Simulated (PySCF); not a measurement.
A GIAO shielding run with PySCF (density fitting, non-relativistic, gas phase) on `FCO[C@H](F)CF`, C3H5F3O:

```
$ OMP_NUM_THREADS=1 python probes_run.py task.json out

{"job": {"kind": "nmr", "xc": "LDA", "basis": "pcSseg-1", "pop": false}, "charge": 0, "multiplicity": 1}
F     -2.116641     0.702850    -0.909190
C     -1.653893     0.810999     0.366665
O     -0.274829     0.746478     0.392838
C      0.256073    -0.507110     0.182202
F      0.150534    -1.256157     1.327108
C      1.723418    -0.370544    -0.148951
F      1.869982     0.204481    -1.375355
H     -1.932230     1.795683     0.769240
H     -2.104467    -0.001488     0.963900
H     -0.288973    -1.038920    -0.617951
H      2.201374     0.256481     0.621903
H      2.185466    -1.370864    -0.145941
```

Hardware: 1 thread of an Arm Neoverse V2, shared host.

Task: How large is the calculation?

Result: 58 electrons, 144 basis functions and 747 auxiliary functions.

Task: How long does it take, and how much memory does it need?

Result: 11 s of wall time, with 14 SCF cycles; peak memory 0.77 GiB. Times on a shared host scatter by some tens of per cent.

Task: And these other runs on the same molecule and hardware: GIAO shielding at BHandHLYP/pcSseg-1; GIAO shielding at KT2/pcSseg-1; GIAO shielding at OPBE/pcSseg-1; GIAO shielding at PBE/pcSseg-1; GIAO shielding at PBE0/6-31G; GIAO shielding at PBE0/STO-3G?

Result: BHandHLYP/pcSseg-1: 144 functions, 8.5 s; KT2/pcSseg-1: 144 functions, 13 s; OPBE/pcSseg-1: 144 functions, 13 s; PBE/pcSseg-1: 144 functions, 13 s; PBE0/6-31G: 73 functions, 4.8 s; PBE0/STO-3G: 40 functions, 2.5 s.
